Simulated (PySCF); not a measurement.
Radial density of Zn (zinc, neutral)

UHF, [Ar] 3d9 4s2 5s1, 5s spin antiparallel (an excited configuration). Computed with PySCF 2.14 in aug-cc-pwCVTZ-DK (10s9p7d4f3g, 127 functions), with the spin-free X2C one-electron Hamiltonian (Gaussian nucleus).

| r (bohr) | 4πr²ρ (e/bohr) | 4πr²(ρα − ρβ) |
| --- | --- | --- |
| 0.000893 | 0.2895 | 0.0000 |
| 0.00150 | 0.7204 | 0.0000 |
| 0.00253 | 1.753 | -0.0001 |
| 0.00425 | 4.117 | -0.0001 |
| 0.00715 | 9.103 | -0.0003 |
| 0.0120 | 18.10 | -0.0006 |
| 0.0202 | 29.95 | -0.0010 |
| 0.0340 | 36.73 | -0.0011 |
| 0.0572 | 31.42 | 0.0000 |
| 0.0963 | 31.78 | 0.0112 |
| 0.162 | 42.14 | 0.1089 |
| 0.272 | 24.79 | 0.5282 |
| 0.458 | 22.19 | 1.1897 |
| 0.771 | 19.36 | 1.0356 |
| 1.30 | 4.854 | 0.2758 |
| 2.18 | 1.330 | -0.0008 |
| 3.67 | 0.2726 | -0.0182 |
| 6.17 | 0.1679 | -0.1625 |
| 10.4 | 0.07597 | -0.0760 |
| 17.5 | 0.0003918 | -0.0004 |

Densities and radii are taken from the X2C orbitals without a picture-change correction, which distorts them close to the nucleus.

The outer electron is Rydberg-like, and this basis confines it to a smaller radius and binds it less than a complete one would. With the s spin flipped the determinant is a mixture of two multiplicities, not a spectroscopic state.
